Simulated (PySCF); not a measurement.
## Which determinant of ZnB⁺ lies lowest?

Unrestricted PBE0; PySCF, no relativity, basis sets Zn def2-SVP, B def2-SVP. Outer shells of the fragments: Zn 3d10 4s2; B+ 2s2.

Followed along the bond (rough minima from three points):

| 2Ms+1 | unpaired | ⟨S²⟩ at the start | R at minimum (Å) | Te (eV) |
| --- | --- | --- | --- | --- |
| 1 | none | 0.00 | 2.35 | 0.00 |
| 3 | σ ↑, π ↑ | 2.02 | 2.06 | 0.96 |
| 1 | σ ↓, π ↑ | 1.03 | 2.08 | 1.45 |
| 3 | σ ↑↑ | 2.00 | none in the scan | ≤ 1.52 |

Solutions found at the starting distance of 2.105 Å, counted from the lowest of them; the search is not exhaustive and high or unbound solutions are not listed, so other states can lie among these:

```csv
2Ms+1,unpaired,term,E (eV),⟨S²⟩,⟨Lz²⟩,μ (D)
1,none,¹Σ⁺,0.00,0.00,0.00,0.61
3,"σ ↑, π ↑",³Π,0.80,2.02,1.00,-0.31
1,"σ ↓, π ↑",mixed,1.29,1.03,1.00,-0.38
3,σ ↑↑,³Σ⁺,1.62,2.00,0.00,4.07
3,π ↑↑,³Σ⁻,3.31,2.14,0.00,-1.75
1,π ↑↓,mixed,3.78,1.00,2.01,-1.79
```

A term symbol is given only where ⟨S²⟩ and ⟨Lz²⟩ are close to those of a pure state; real π, δ and φ orbitals otherwise mix terms. A positive dipole points towards B; it is taken about the centre of mass and depends on that origin.

**Question.** Compare the gap between the two lowest followed solutions at the starting distance with the gap between their minima.

**Answer.** At PBE0 the second solution (triplet, unpaired electrons σ ↑, π ↑) lies +0.80 eV from the first (singlet, closed shell) at 2.105 Å and +0.96 eV at the minima; the two curves relax by different amounts, since their minima lie near 2.06 and 2.35 Å.

Counting both spins, an empty level lies below a filled one in some of these solutions, because spin and occupation are held.
